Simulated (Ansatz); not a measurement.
CuSNH₄⁺, that is Cu(NH3)(SH) with one electron fewer. Charge 1, multiplicity 2. Geometry r2SCAN-D4/def2-TZVP, that of the neutral singlet; atoms count from 1.

```xyz
7

Cu    0.0003   -0.5681    0.3549
N     0.3972    0.8660   -0.8943
H     1.1593    0.6061   -1.5158
H     0.6748    1.7187   -0.4147
H    -0.4053    1.0907   -1.4771
S    -0.3818   -2.1533    1.6847
H    -1.4445   -1.5600    2.2623
```

Problem. Estimate the Mulliken populations from the PBE0/def2-TZVP orbitals of Ansatz.

Solution. 
| atom | charge (e) | spin (α − β) | d electrons |
| --- | --- | --- | --- |
| Cu1 | 0.26 | 0.14 | 9.72 |
| N2 | -0.53 | -0.01 | – |
| H3 | 0.32 | 0.00 | – |
| H4 | 0.31 | 0.00 | – |
| H5 | 0.31 | 0.00 | – |
| S6 | 0.09 | 0.88 | – |
| H7 | 0.24 | -0.02 | – |
Mulliken values and Mayer orders depend strongly on the basis.

Problem. Where does the spin sit?

Solution. Summed by element: Cu 0.14, N -0.01, H -0.02, S 0.88, of 1 unpaired in all. Largest on single atoms: S6 0.88, Cu1 0.14, H7 -0.02.

Problem. And the Mayer bond orders between bonded heavy atoms (over 0.3)?

Solution. Cu1–N2 0.63 (1.94 Å); Cu1–S6 1.10 (2.10 Å).
